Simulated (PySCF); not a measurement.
C₄H₅F₃O₂.
SMILES with atom numbers: `[F:1][C@H:2]1[O:3][CH2:4][CH2:5][O:6][C:7]1([F:8])[F:9]`

Definitions: NICS(0) = −σiso at the ring centroid; NICS(1) = −σiso and NICS(1)zz = −σzz at ±1 Å along the ring normal z. Level: GIAO PBE0/pcSseg-1 (PySCF, non-relativistic, gas phase) on the GFN2-xTB geometry, one conformer.

Ring bond lengths (Å), with Mayer bond orders in brackets: C2–O3 1.367 (1.03), O3–C4 1.430 (0.88), C4–C5 1.522 (1.05), C5–O6 1.432 (0.87), O6–C7 1.352 (1.04), C7–C2 1.549 (0.95).

Give the NICS values of each ring in ppm.

```csv
ring,type,NICS(0),"NICS(1), two faces","NICS(1)zz, two faces",rms pucker (Å),"centre to ring atoms, mean (Å)"
C2–O3–C4–C5–O6–C7,6-membered ring with 2 O; formal bonds all single,-1.6,-1.1 / -0.6,3.2 / 4.0,0.21,1.40
```

What do they say, and how far can they be read as aromaticity?

- C2–O3–C4–C5–O6–C7: mean NICS(1)zz 3.6 ppm, deshielded. C2, C4, C5, C7 have four or more neighbours, so the value isn't read as a sign of a π ring current.

At the first NICS(1) probe listed for ring C2–O3–C4–C5–O6–C7, 1 Å off the ring, what do the in-plane components average?

The isotropic value is a third of the trace: (3 × -1.1 − (3.2))/2 = -3.2 ppm.

Give the inner angles of the rings and the Hirshfeld charges of the ring atoms.

- C2–O3–C4–C5–O6–C7: C2 112.2° (+0.102 e), O3 112.2° (-0.138 e), C4 109.7° (-0.001 e), C5 110.1° (+0.004 e), O6 112.6° (-0.141 e), C7 114.8° (+0.220 e); sum 671.7° against 720° for a flat convex ring.

How shielded are the nuclei of the rings and their hydrogens (means over atoms taken as equivalent)?

```csv
atoms,environment,σ isotropic (ppm),"principal values of the symmetric part, first atom (ppm)"
C2,sp3 C–F carbon,81.0,"55.5, 80.8, 106.7"
O3,cyclic ether oxygen,252.9,"204.5, 256.6, 297.8"
C4,sp3 carbon bound to oxygen,125.2,"107.1, 114.4, 154.0"
C5,sp3 carbon bound to oxygen,118.2,"92.8, 108.3, 153.4"
O6,cyclic ether oxygen,239.9,"192.2, 253.3, 274.3"
C7,CF2 carbon,62.9,"43.2, 63.4, 82.2"
H on C2,methine hydrogen,26.18,"23.3, 25.1, 30.1"
H on C4,methylene hydrogen,27.05,"23.0, 25.9, 32.3"
H on C4,methylene hydrogen,28.11,"24.0, 26.6, 33.7"
H on C5,methylene hydrogen,26.97,"22.5, 26.0, 32.4"
H on C5,methylene hydrogen,27.67,"23.4, 26.4, 33.3"
```

On an Arm Neoverse N1 with one thread, shared host, this took 38 s and 0.81 GiB of memory at its peak. This is the whole shielding run at PBE0/pcSseg-1, SCF included.
